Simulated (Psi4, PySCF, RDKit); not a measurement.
Internal rotation in SMILES c1cscc1Oc1ccco1 (C₈H₆O₂S). Scanned: dihedral O3–C4–O5–C6; all other coordinates were relaxed at GFN2-xTB. Points at φ and −φ are mirror images. Heavy atoms are numbered in the order of the SMILES c1coc(Oc2ccsc2)c1, hydrogens after them in the order of the atoms that carry them; the mirror image has the same energies with the sign of each dihedral reversed.

- RKS-B3LYP/6-31G* = restricted B3LYP/6-31G*, spherical d, density fitting // GFN2-xTB in PySCF 2.14.0
- RHF/3-21G = restricted Hartree-Fock/3-21G, density fitting // GFN2-xTB (PySCF)
- UFF // GFN2-xTB (RDKit)
- PBE-D3(BJ)/def2-SVP // GFN2-xTB (Psi4)

Energies relative to the lowest point of each profile, in kJ/mol; the last columns give the difference from PBE-D3(BJ):

| φ / ° | RKS-B3LYP/6-31G* | RHF/3-21G | UFF | PBE-D3(BJ)/def2-SVP | RKS-B3LYP/6-31G* − PBE-D3(BJ)/def2-SVP | RHF/3-21G − PBE-D3(BJ)/def2-SVP | UFF − PBE-D3(BJ)/def2-SVP |
|---|---|---|---|---|---|---|---|
| -160 | 2.2 | 3.0 | 23.2 | 0.4 | 1.8 | 2.6 | 22.8 |
| -140 | 2.0 | 3.0 | 22.4 | 0.5 | 1.5 | 2.5 | 21.9 |
| -120 | 2.3 | 3.4 | 25.1 | 1.3 | 1.0 | 2.2 | 23.9 |
| -100 | 1.4 | 3.0 | 28.3 | 1.1 | 0.3 | 1.9 | 27.2 |
| -80 | 0.0 | 1.8 | 25.7 | 0.1 | -0.1 | 1.7 | 25.6 |
| -60 | 0.0 | 1.0 | 14.8 | 0.0 | 0.0 | 1.0 | 14.8 |
| -40 | 1.8 | 1.0 | 3.6 | 1.3 | 0.5 | -0.3 | 2.3 |
| -20 | 3.9 | 0.5 | 0.0 | 2.7 | 1.2 | -2.2 | -2.7 |
| 0 | 4.8 | 0.0 | 0.9 | 3.2 | 1.6 | -3.2 | -2.3 |
| 20 | 3.9 | 0.5 | 0.0 | 2.7 | 1.2 | -2.2 | -2.7 |
| 40 | 1.8 | 1.0 | 3.6 | 1.3 | 0.5 | -0.3 | 2.3 |
| 60 | 0.0 | 1.0 | 14.8 | 0.0 | 0.0 | 1.0 | 14.8 |
| 80 | 0.0 | 1.8 | 25.7 | 0.1 | -0.1 | 1.7 | 25.6 |
| 100 | 1.4 | 3.0 | 28.3 | 1.1 | 0.3 | 1.9 | 27.2 |
| 120 | 2.3 | 3.4 | 25.1 | 1.3 | 1.0 | 2.2 | 23.9 |
| 140 | 2.0 | 3.0 | 22.4 | 0.5 | 1.5 | 2.5 | 21.9 |
| 160 | 2.2 | 3.0 | 23.2 | 0.4 | 1.8 | 2.6 | 22.8 |
| 180 | 4.1 | 4.4 | 29.1 | 2.2 | 1.9 | 2.2 | 26.9 |

RKS-B3LYP/6-31G* is furthest from PBE-D3(BJ)/def2-SVP at 180 (1.9 kJ/mol, above); its mean absolute difference over the points is 0.9 kJ/mol.

RHF/3-21G is furthest from PBE-D3(BJ)/def2-SVP at 0 (-3.2 kJ/mol, below); its mean absolute difference over the points is 1.9 kJ/mol.

UFF is furthest from PBE-D3(BJ)/def2-SVP at -100 (27.2 kJ/mol, above); its mean absolute difference over the points is 17.3 kJ/mol.
